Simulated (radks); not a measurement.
Results of a calculation; reference values are marked as such.
Species: Br. Configuration: [Ar] 3d10 4s2 4p5.

Level of theory: scalar-relativistic Kohn-Sham, PBE, spin-polarised, spherical densities, finite nucleus; open shells are filled with parallel spins first; Fermi nuclear charge, rms radius 4.1629 fm (a radial shooting solver on a logarithmic mesh with Libxc functionals).

Energy parts (eV):
| part | energy |
|---|---|
| total | -70923.734 |
| kinetic | 72456.986 |
| electron-nucleus | -171017.719 |
| Hartree | 30143.079 |
| exchange-correlation | -2506.079 |

Orbitals (lengths in bohr, moments of r in powers of bohr; r(max) is where P^2 peaks):
| orbital | occ. | eigenvalue (eV) | <r^2> | r(max) |
|---|---|---|---|---|
| 1s up | 1 | -13317.89 | 0.002461 | 0.02791 |
| 1s down | 1 | -13317.83 | 0.002461 | 0.02791 |
| 2s up | 1 | -1733.062 | 0.04236 | 0.1592 |
| 2s down | 1 | -1733.030 | 0.04236 | 0.1592 |
| 2p up | 3 | -1528.557 | 0.03350 | 0.1274 |
| 2p down | 3 | -1528.502 | 0.03350 | 0.1274 |
| 3s up | 1 | -238.0795 | 0.3498 | 0.4840 |
| 3s down | 1 | -238.0048 | 0.3498 | 0.4841 |
| 3p up | 3 | -173.5051 | 0.3729 | 0.4811 |
| 3p down | 3 | -173.4212 | 0.3727 | 0.4812 |
| 3d up | 5 | -66.7431 | 0.4334 | 0.4311 |
| 3d down | 5 | -66.6351 | 0.4319 | 0.4311 |
| 4s up | 1 | -20.4933 | 3.218 | 1.422 |
| 4s down | 1 | -19.7086 | 3.226 | 1.418 |
| 4p up | 3 | -8.2043 | 5.168 | 1.668 |
| 4p down | 2 | -7.4525 | 5.320 | 1.669 |

The highest occupied level is 4p down at -7.452 eV. The electron density at the nucleus is 4.499e+04 e/bohr^3 (large components only). Spin moment in Bohr magnetons: 1. For comparison, the ionisation energy in NIST's Atomic Spectra Database is 11.814 eV (measured). In exact Kohn-Sham theory the highest level is minus the ionisation energy, but local and semilocal functionals leave it too shallow, through self-interaction and a potential that decays too fast; potentials with the right tail come closer.
